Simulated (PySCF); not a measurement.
A structure optimised at B3LYP-D3(BJ)/def2-TZVPD, used in a PySCF frequency run:

```
Cs
Br 1 3.1446
```
Charge 0, spin multiplicity 1.

**Question.** Write its SMILES, formula and point group.

**Answer.** [Br][Cs], BrCs, C∞v

**Question.** What are its rotational constants (standard atomic weights)?

**Answer.** 1.0242 GHz (linear rotor, B only)
